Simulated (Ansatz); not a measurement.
A ladder of methods for SiH2O2F2 (SMILES O[Si](O)(F)F)

SiH2O2F2: 7 atoms, total charge 0, spin state singlet. As SMILES, `O[Si](O)(F)F`. Geometry: optimised at PBE0/def2-SVP. This is one conformer, not always the lowest.

```xyz
7

O    -1.1402    0.4480    0.9042
Si   -0.0098   -0.0176   -0.1659
O     1.3411   -0.3896    0.6565
F    -0.4794   -1.2825   -1.0413
F     0.2321    1.1507   -1.2445
H    -1.8359    1.0335    0.5929
H     1.9534   -1.0106    0.2525
```

Each level gives the dissociation energy of the H6–O1 bond into doublet H and doublet SiHO2F2 (shapes relaxed at PBE0/def2-SVP, no zero-point term) (eV). The values are calculated.

| level | kind | program | value (eV) | CPU time (all runs) |
| --- | --- | --- | --- | --- |
| HF/def2-SVP | Hartree–Fock | Ansatz | 4.13 | 9.6 s |
| SVWN5/def2-SVP | LDA | Ansatz | 6.13 | 5.7 s |
| PBE/def2-SVP | GGA | Ansatz | 5.37 | 8.5 s |
| r2SCAN/def2-SVP | meta-GGA | Ansatz | 5.39 | 23 s |
| PBE0-D4/def2-SVP | global hybrid | Ansatz | 5.42 | 14 s |
| wB97M-V/def2-SVP | range-separated hybrid | Ansatz | 5.61 | 49 s |
| B2PLYP/def2-SVP | double hybrid | Ansatz | 5.45 | 22 s |
| RPA@PBE/def2-SVP | RPA | Ansatz | 5.24 | 18 s |

The values span 4.13 to 6.13 eV. Hartree–Fock misses the correlation of the electron pair that is broken and comes out low. Measured bond enthalpies also hold zero-point and thermal terms, a few tenths of an eV less. CPU times are rough (shared hosts, several kinds of processor): they show what a rung costs within a factor of a few.
